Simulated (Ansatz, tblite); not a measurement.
Isomers of Hg2TeF2 (singlet), found by a short tight-binding search and relaxed with PBE0-D4/def2-SVP in Ansatz.

In the def2 sets Hg, Te take a core potential; there is no spin–orbit coupling. The xTB rows come from tblite. Correlated methods freeze 6 core orbitals; core or outer-core shells of Hg, Te are correlated, in sets that lack core-valence functions.

Other spin states weren't relaxed.

A:

```xyz
5

Hg    0.014    1.357    1.277
Hg   -0.363   -1.274   -1.311
Te   -1.950    0.465   -0.189
F     1.480    2.040    2.387
F     0.819   -2.587   -2.164
```

B:

| atom | x (Å) | y (Å) | z (Å) |
| --- | --- | --- | --- |
| Hg1 | -0.329 | 0.074 | -0.521 |
| Hg2 | 2.103 | 0.793 | 0.127 |
| Te3 | -2.843 | -0.731 | -1.013 |
| F4 | 3.946 | 1.348 | 0.608 |
| F5 | -2.876 | -1.483 | 0.799 |

Estimate which lies lowest at each level, and how far above it the others are (eV).


```
               level     A     B
            GFN1-xTB  0.50  0.00
            GFN2-xTB  0.59  0.00
         HF/def2-SVP  0.00  0.73
    PBE-D4/def2-TZVP  0.00  0.50
 r2SCAN-D4/def2-TZVP  0.00  0.60
   PBE0-D4/def2-TZVP  0.00  0.58
r2SCAN0-D4/def2-TZVP  0.00  0.63
  PBE-QIDH/def2-TZVP  0.00  0.68
        MP2/def2-SVP  0.00  0.59
       CCSD/def2-SVP  0.00  0.62
    CCSD(T)/def2-SVP  0.00  0.64
```
Point groups (tolerance 0.1 Å): A C2v, B Cs. Lower isomers may exist.
